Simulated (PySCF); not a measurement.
## Ionising TlCl

RHF-MP2; PySCF, scalar-relativistic core potentials, basis sets Tl def2-SVPD with ECP60, Cl def2-SVPD. Neutral (RHF): singlet (closed shell), Re = 2.565 Å, ωe = 276 cm⁻¹, De = 4.36 eV.

TlCl⁺ (UHF): doublet (π ↑), Re = 3.341 Å, ωe = 80.5 cm⁻¹. The energies at the minima are -631.17277 hartree for TlCl and -630.82933 for TlCl⁺.

Work out the adiabatic ionisation energy, without and with harmonic zero-point energies (1 hartree = 27.2114 eV, 1 eV = 8065.5 cm⁻¹), and the change of the bond length.

At MP2: 0.34344 hartree = 9.345 eV between the minima; the zero-point term (80.5 − 276.0)/2 cm⁻¹ = -0.012 eV makes it 9.333 eV. Re changes by +77.6 pm against the neutral. The electron leaves a π orbital, and the ion is left as a loose complex of an ion and an atom.

TlCl⁻ (UHF): doublet (π ↑), Re = 2.793 Å, ωe = 176 cm⁻¹, De = 1.04 eV to Tl + Cl⁻. The energies at the minima are -631.17277 hartree for TlCl and -631.18161 for TlCl⁻.

Work out the adiabatic electron affinity, without and with harmonic zero-point energies (1 hartree = 27.2114 eV, 1 eV = 8065.5 cm⁻¹), and the change of the bond length.

At MP2: 0.00884 hartree = 0.241 eV between the minima; the zero-point term (276.0 − 176.0)/2 cm⁻¹ = +0.006 eV makes it 0.247 eV. Re changes by +22.8 pm against the neutral. The electron enters a π orbital, and the longer bond of the ion fits an antibonding orbital, or a change in how ionic the bond is.

Correlated steps freeze 9 core orbitals. Correlated levels converge slowly with the basis: in double zeta they bind strong bonds too weakly, by up to about 1 eV, and carry superposition errors of some tenths. Spin–orbit coupling is left out, which matters for elements this heavy, above all for dissociation energies. For an ion De counts to the pair picked by the measured ionisation energies or electron affinities, which need not be the lowest pair at this level. Where the molecule has an RHF reference, its open-shell atoms are computed with UHF. States were picked by a PBE0 search and need not be the measured ground states.

Neutral and ion stand on different kinds of reference determinant, which adds to the error of the difference.
